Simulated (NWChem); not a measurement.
A series in which one site is exchanged, each optimised at PBE0/def2-SVP with NWChem, gas phase unless a solvent is named. All stand in one matching conformer (torsions within 35°), which need not be the lowest. 

A: [NH2][Ga]([NH2])[Cl] (GaN₂H₄Cl; site = Ga)
B: [NH2][Al]([NH2])[Cl] (AlN2H4Cl; site = Al)
C: NB(N)Cl (BN₂H₄Cl; site = B)

```json
[
 {"quantity": "dipole (D), PBE0/def2-SVP", "A": "?", "B": "2.70", "C": "2.92"},
 {"quantity": "orbital gap (eV), PBE0/def2-SVP", "A": "?", "B": "7.18", "C": "8.68"},
 {"quantity": "highest harmonic frequency (cm⁻¹), PBE0/def2-SVP", "A": "?", "B": "3722", "C": "3770"},
 {"quantity": "static polarisability, PBE0/def2-SVPD (bohr³)", "A": "?", "B": "54.9", "C": "46.1"},
 {"quantity": "lowest singlet excitation, PBE0/def2-SVPD, TDA (eV)", "A": "?", "B": "5.51", "C": "6.24"}
]
```

Complete the blanks.


- dipole (D), PBE0/def2-SVP, A: 2.86
- orbital gap (eV), PBE0/def2-SVP, A: 7.06
- highest harmonic frequency (cm⁻¹), PBE0/def2-SVP, A: 3740
- static polarisability, PBE0/def2-SVPD (bohr³), A: 57.8
- lowest singlet excitation, PBE0/def2-SVPD, TDA (eV), A: 5.38
